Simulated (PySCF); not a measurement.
# Stretching GeN⁺

Set-up: basis Ge def2-TZVPPD, N def2-TZVPPD; no relativity; PySCF 2.14. Energies in eV from Ge⁺ + N in their ground configurations at the same level. State: ³Σ⁻ (triplet), unpaired electrons π ↑↑.

```csv
R (Å),UHF-CCSD(T)
1.718,-1.458
1.794,-1.762
1.852,-1.870
1.909,-1.902
1.966,-1.878
2.043,-1.782
2.138,-1.596
2.253,-1.322
```

Q: Put a parabola through the three lowest points of the UHF-CCSD(T) curve and estimate Re, k and ωe (reduced mass 11.77 u; 1 eV/Å² = 0.16022 mdyn/Å; ωe = 1302.8·√(k/μ) cm⁻¹).

A: Through R = 1.852, 1.909, 1.966 Å the second-order coefficient is 8.62 eV/Å², so Re ≈ 1.913 Å, k ≈ 2.76 mdyn/Å and ωe ≈ 631 cm⁻¹. A polynomial fit of higher order to the unrounded UHF-CCSD(T) energies gives Re = 1.910 Å, k = 2.74 mdyn/Å, ωe = 628 cm⁻¹; anharmonicity and rounding make the difference.

The higher-order fit for each curve: UHF-CCSD(T): Re = 1.910 Å, ωe = 628 cm⁻¹, De = 1.90 eV.

Correlated steps freeze 10 core orbitals. Spin–orbit coupling is left out. For an ion De counts to the pair picked by the measured ionisation energies or electron affinities, which need not be the lowest pair at this level. The state is the lowest determinant that a PBE0 search found; another state may lie lower at other levels.
